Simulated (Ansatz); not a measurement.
A made-up structure of SiH2Br (charge +1), singlet:

Si1  (-0.153, 0.028, -0.068)
Br2  (1.736, -0.316, 0.779)
H3  (-1.274, -0.845, 0.317)
H4  (3.089, -0.954, 0.987)
(Å)

It is relaxed with PBE-D4/def2-SVP and then PBE0-D4/def2-TZVP (Ansatz 0.2.0). Atoms count as bonded within 1.22 times the sum of their covalent radii (H–H: 0.88 Å). The end point is not checked to be a true minimum.

Question: Does its bonding change? (A judgement: the text doesn't fix the answer.)

Answer: Computed: No: no bond forms or breaks.

Where it ends: The first stage lowers the energy by 1.89 eV in 9 steps. It ends as SiH₂Br ([SiH][BrH]), total charge +1:
Si1  (-0.350, 0.252, -0.034)
Br2  (2.062, 0.082, 0.524)
H3  (-0.474, -1.169, 0.478)
H4  (2.161, -1.253, 1.047)
(Å)

Labels in which every atom is bracketed show which atoms are joined, not bond orders.

For scale, one of the runs: PBE0-D4/def2-TZVP relaxation, 97 basis functions, launched by `ansatz run in.yaml --threads 2 --pin off --events-out ev --progress --plain --max-ram 4352MiB`. Hardware: 2 CPU threads of an Intel Xeon Platinum 8488C, shared host. Wall time about 5.5 s.
